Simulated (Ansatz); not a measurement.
Series FeX3: PBE-D4/def2-SVP single points in Ansatz on relaxed structures, gas phase. HOMO and LUMO are taken over both spins. Binding counts from free atoms in the multiplicity of their measured ground term, without zero-point energy. The structures are stationary points that may keep the symmetry of their start.

Question: Estimate the order by HOMO (eV), lowest first.
A. FeBr3 (sextet)
B. FeF3 (sextet)
C. FeCl3 (sextet)

Answer: B (-7.13), C (-7.03), A (-6.77).

In full:

| species | atoms | state | geometry | HOMO (eV) | LUMO (eV) | gap (eV) | binding per atom (eV) | point group (within 0.1 Å) |
| --- | --- | --- | --- | --- | --- | --- | --- | --- |
| FeCl3 | 4 | sextet | r2SCAN-D4/def2-SVP | -7.03 | -6.18 | 0.85 | 3.00 | D3h |
| FeBr3 | 4 | sextet | r2SCAN-D4/def2-SVP | -6.77 | -5.96 | 0.81 | 2.71 | D3h |
| FeF3 | 4 | sextet | PBE0-D4/def2-TZVP | -7.13 | -6.25 | 0.88 | 3.83 | D3h |

The gap (eV) runs from 0.81 (FeBr3) to 0.88 (FeF3).
